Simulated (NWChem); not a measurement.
Si₂H₄ClF; SMILES F[Si@@H]([SiH3])Cl

Q: Give the equilibrium geometry at PBE0/def2-SVP (NWChem) as an XYZ file, with the point group.

A: point group C1; any orientation.
```
8

F      1.8408     0.3037     0.3987
Si     0.4516     0.1362    -0.4257
Si    -0.5195    -1.9216     0.1154
Cl    -0.8309     1.6354     0.1785
H      0.7622     0.3499    -1.8641
H      0.3893    -3.0428    -0.2703
H     -0.7763    -1.9594     1.5851
H     -1.8095    -2.0480    -0.6268
```
